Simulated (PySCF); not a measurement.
Species: C3H9ClO3Si.
Structure used (PBE0-D3(BJ)/def2-SVP), in Å, numbered top down from 1:
```
atom  x, y, z in Å
C1     2.0451   -0.1406   -0.1720
O2     0.9557    0.5870    0.3346
Si3   -0.6182    0.3235   -0.0033
Cl4   -0.8886    0.4228   -2.0542
O5    -1.0546   -1.1577    0.5215
C6    -2.3119   -1.7616    0.3587
O7    -1.5491    1.4609    0.7046
C8    -1.5556    2.8343    0.4110
H9     2.9735    0.3530    0.1497
H10    2.0473   -1.1751    0.2104
H11    2.0310   -0.1745   -1.2751
H12   -3.0942   -1.2130    0.9095
H13   -2.6014   -1.8118   -0.7053
H14   -2.2596   -2.7864    0.7541
H15   -0.6089    3.3125    0.7131
H16   -2.3783    3.3054    0.9681
H17   -1.7127    3.0165   -0.6662
```

Level of theory: TDDFT wB97X-D/def2-SVPD, vertical, gas phase, core orbitals frozen in the response (PySCF).

Ground-to-excited transition dipoles (e·a0, same axes as the geometry; the sign carries no meaning), for the states with f of 0.002 or more among the lowest 6:

| state | E (eV) | μx | μy | μz |
| --- | --- | --- | --- | --- |
| S1 | 8.216 | 0.164 | 0.212 | -0.012 |
| S2 | 8.241 | 0.210 | -0.159 | -0.034 |
| S3 | 8.463 | 0.026 | -0.023 | 0.162 |
| S4 | 8.766 | 0.397 | 0.022 | -0.051 |
| S5 | 8.768 | -0.024 | 0.397 | 0.028 |
| S6 | 8.884 | -0.033 | 0.011 | -0.217 |

(1) Work out the oscillator strengths.

(2) Which bond between heavy atoms lies closest to the direction of the S4 transition dipole?

(3) What angle do the transition dipoles of S2 and S5 make?

Answers

(1) f = (2/3) ΔE |μ|² with ΔE in hartree (27.2114 eV).

```
state  |μ|² (au)  |μ| (D)      f
   S1      0.072     0.68  0.014
   S2      0.070     0.67  0.014
   S3      0.027     0.42  0.006
   S4      0.160     1.02  0.034
   S5      0.159     1.01  0.034
   S6      0.048     0.56  0.011
```

(2) O2–Si3, at 20° from it; next O5–C6 at 26°.

(3) |cos θ| = |μa·μb| / (|μa| |μb|) = 0.65, so θ ≈ 49° (taken between 0 and 90°, since the signs are arbitrary).

The run took 59 s on one thread, x86-64 server, no GPU (shared host).

One conformer stands for the species.

Without π bonds the low states may be Rydberg-like; a valence basis with one diffuse set may place them up to an eV too high.
